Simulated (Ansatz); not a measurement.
```yaml
crystal:
  periodic: [true, true, true]
  atoms:
    - {symbol: B, position_ang: [-0.641547, 1.030475, 0.142931]}
    - {symbol: B, position_ang: [0.261445, -0.348638, -0.012025]}
    - {symbol: O, position_ang: [0.578118, -1.263615, 0.903575]}
    - {symbol: Br, position_ang: [0.620832, -0.704872, -1.858876]}
    - {symbol: H, position_ang: [-1.788099, 1.034278, -0.011962]}
    - {symbol: H, position_ang: [-0.030782, 2.115961, 0.185456]}
    - {symbol: H, position_ang: [1.160845, -1.999749, 0.571673]}
basis:
  gaussian: {orbitals: STO-3G}
total_charge: -1
magnetization: {spin_polarized: true, initial_magnetization: 1}
hamiltonian: {xc: {name: PBE}}
output: {forces: true}
```

```sh
$ ansatz run in.yaml --threads 2 --pin off --events-out ev --progress --plain --max-ram 4352MiB
```

(1) How does Ansatz answer? (Estimate.)

Answers

(1) The calculation gave: The program refused the input.
```
Error: YAML parse error: error: line 2 column 3: crystal: missing field `lattice` (a structure is typed as `lattice` and `atoms`, a molecule's as `atoms` in Å alone, or read from a run's directory, `checkpoint`)
 --> <input>:2:3
  |
1 | crystal:
2 |   periodic: [true, true, true]
  |   ^ crystal: missing field `lattice` (a structure is typed as `lattice` and `atoms`, a molecule's as `atoms` in Å alone, or read from a run's directory, `checkpoint`)
3 |   atoms:
4 |     - {symbol: B, position_ang: [-0.641547, 1.030475, 0.142931]}
  |
```
